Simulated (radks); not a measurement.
The tungsten ion W2+ inside a hard spherical wall (all orbitals vanish at R), configuration held at [Xe] 4f14 5d4 and not refilled when levels cross. Calculated with a radial shooting solver on a logarithmic mesh with Libxc functionals: scalar-relativistic Kohn-Sham, r2SCAN, spin-polarised, spherical densities, finite nucleus; open shells are filled with parallel spins first (spin-orbit coupling, left out, can overturn this in heavy ions); meta-GGA in the generalised Kohn-Sham scheme; Fermi nuclear charge, rms radius 5.3658 fm. Eigenvalues in eV for spin up, with the zero of energy where the potential of the charges vanishes at infinity; a dash marks a level that is unbound or too diffuse for the functional's potential to be trusted. A positive occupied level is held by the wall or, in an anion where self-interaction has pushed it up, behind a barrier. The pressure on the wall is -dE/dV.

| R (bohr) | E (hartree) | kinetic (hartree) | e(5s) | e(5p) | e(4f) | e(5d) | e(6s, empty) | e(6p, empty) | pressure (GPa) |
|---|---|---|---|---|---|---|---|---|---|
| free | -16140.9641 | 17779.884 | -97.562 | -61.508 | -49.500 | -21.115 | -19.750 | -12.861 | 0 |
| 15 | -16140.9641 | 17779.884 | -97.562 | -61.508 | -49.500 | -21.115 | -19.750 | -12.861 | < 0.0001 |
| 10 | -16140.9640 | 17779.884 | -97.562 | -61.508 | -49.500 | -21.115 | -19.750 | -12.859 | < 0.0001 |
| 7 | -16140.9638 | 17779.887 | -97.546 | -61.493 | -49.483 | -21.101 | -19.720 | -12.664 | 0.0250 |
| 6 | -16140.9621 | 17779.905 | -97.468 | -61.421 | -49.402 | -21.033 | -19.570 | -12.138 | 0.254 |
| 5 | -16140.9501 | 17780.001 | -97.103 | -61.082 | -49.010 | -20.690 | -18.801 | -10.321 | 2.52 |
| 4 | -16140.8699 | 17780.488 | -95.694 | -59.789 | -47.455 | -19.172 | -15.233 | -3.967 | 26.0 |
| 3.5 | -16140.7178 | 17781.295 | -93.996 | -58.216 | -45.510 | -17.037 | -9.973 | 4.142 | 91.7 |
| 2.5 | -16138.8726 | 17790.320 | -83.836 | -47.712 | -33.090 | -1.203 | 30.688 | 57.423 | 1870 |
| 2 | -16133.3736 | 17814.710 | -65.734 | -26.487 | -12.012 | 29.147 | 107.79 | 147.73 | 12300 |
